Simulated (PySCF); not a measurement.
Job for PySCF: R-B3LYP/LANL2DZ on BiH3Te2 (SMILES [TeH][BiH][TeH]), a point of a torsion scan.

```python
from pyscf import gto, scf, dft, mp
from pyscf.data.elements import chemcore

mol = gto.M(
    atom='''
    Te   -2.35351704    0.58171825    1.40422461
    Bi    0.32812792    0.81721387    0.59680902
    Te    1.26603870   -0.40029585    2.94205688
    H    -2.91205907    1.30314085    0.02079540
    H     0.31378867   -0.81906207   -0.15486194
    H     1.89618787    1.02715330    3.50349904
    ''',
    basis='lanl2dz',
    ecp={'Bi': 'lanl2dz', 'Te': 'lanl2dz'},
    charge=0, spin=0, verbose=3, max_memory=1800)
mf = dft.RKS(mol, xc='b3lyp')
mf.conv_tol = 1e-8
mf.max_cycle = 100
mf.kernel()
if not mf.converged:
    mf = mf.newton().run(mf.mo_coeff, mf.mo_occ)
```

Task: Predict the final total energy.

Result: -23.3566 hartree.
